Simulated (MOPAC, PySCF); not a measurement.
CH$_{4}$GeN$_{2}$, SMILES `[GeH2]([NH2])[C]#N`, neutral singlet in the gas phase. 

Cartesian coordinates (Å):
```xyz
8

N      2.7523    -0.9115    -0.0679
C      1.7432    -0.3411    -0.0449
Ge     0.0655     0.6126     0.0267
N     -1.2219    -0.6511    -0.2259
H      0.0207     1.5934    -1.1478
H      0.0751     1.3450     1.3819
H     -1.2853    -1.3643     0.4954
H     -2.1497    -0.2831    -0.4175
```
Charge 0, multiplicity 1.

All levels are single points at this geometry (PBE0-D3(BJ)/def2-SVP); Pople sets use spherical d functions. Orbital energies aren't observables, and empty levels follow the basis.

```tsv
level	HOMO (eV)	LUMO (eV)	gap (eV)	dipole (D)	vertical IE, Delta-SCF (eV)
PBE0-D4/def2-TZVP in PySCF	-8.05	-0.66	7.39	4.75	10.33
TPSSh-D3(BJ)/def2-TZVP in PySCF	-7.26	-1.04	6.22	4.69	10.16
B3LYP/3-21G in PySCF	-6.97	-0.18	6.79	4.65	–
B3LYP/6-31G* in PySCF	-7.44	-0.57	6.87	4.71	10.14
B3LYP/LANL2DZ in PySCF	-7.45	-0.71	6.74	5.01	–
M06-2X/6-31G* in PySCF	-9.19	0.48	9.67	4.72	–
PBE/6-31G* in PySCF	-6.20	-1.24	4.96	4.59	9.82
HF/6-31G* in PySCF	-11.49	2.81	14.31	5.04	9.09
PM3 in MOPAC	-9.83	-0.89	8.94	4.81	–
```
